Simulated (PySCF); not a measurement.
UHF on Rb²⁺ (rubidium, charge +2)

Configuration: [Ar] 3d10 4s2 4p5, 2P determinant. Calculation: PySCF 2.14, in cc-pVDZ-X2C (6s5p3d, 36 functions); scalar relativity by spin-free X2C-1e.

```
Total energy                                                  : -2978.001219 hartree
One-electron energy                                           : -4101.1510 hartree
Hartree (Coulomb) energy                                      : 1222.2403 hartree
Exchange energy                                               : -99.0906 hartree
⟨S²⟩                                                          : 0.7509
⟨L²⟩                                                          : 2.003
Sum of ⟨r⟩                                                    : 22.15 bohr
Sum of ⟨r²⟩                                                   : 27.64 bohr²
Traceless quadrupole moment −½Σ⟨3z² − r²⟩ along its main axis : 1.35 e·bohr²
Langevin diamagnetic susceptibility                           : -21.9 ×10⁻⁶ cm³/mol
Time after the integrals                                      : 0.11 s of wall time on 1 thread of Neoverse-V1 (shared host)
```

| shell | electrons | mean orbital energy (hartree) | spread (hartree) | rms radius, mean of both spins (bohr) |
| --- | --- | --- | --- | --- |
| 1s α | 1 | -562.71130 | 0 | 0.0464 |
| 1s β | 1 | -562.70528 | 0 | 0.0464 |
| 2s α | 1 | -78.36807 | 0 | 0.192 |
| 2s β | 1 | -78.36393 | 0 | 0.192 |
| 2p α | 3 | -69.38601 | 0.01120 | 0.171 |
| 2p β | 3 | -69.37845 | 0.00517 | 0.171 |
| 3s α | 1 | -13.41732 | 0 | 0.543 |
| 3s β | 1 | -13.40544 | 0 | 0.543 |
| 3p α | 3 | -10.44030 | 0.03317 | 0.557 |
| 3p β | 3 | -10.42453 | 0.00088 | 0.557 |
| 3d α | 5 | -5.50117 | 0.03212 | 0.577 |
| 3d β | 5 | -5.49199 | 0.01851 | 0.577 |
| 4s α | 1 | -2.31976 | 0 | 1.56 |
| 4s β | 1 | -2.19259 | 0 | 1.56 |
| 4p α | 3 | -1.52499 | 0.06926 | 1.83 |
| 4p β | 2 | -1.46953 | 0 | 1.83 |

Densities and radii are taken from the X2C orbitals without a picture-change correction, which distorts them close to the nucleus.
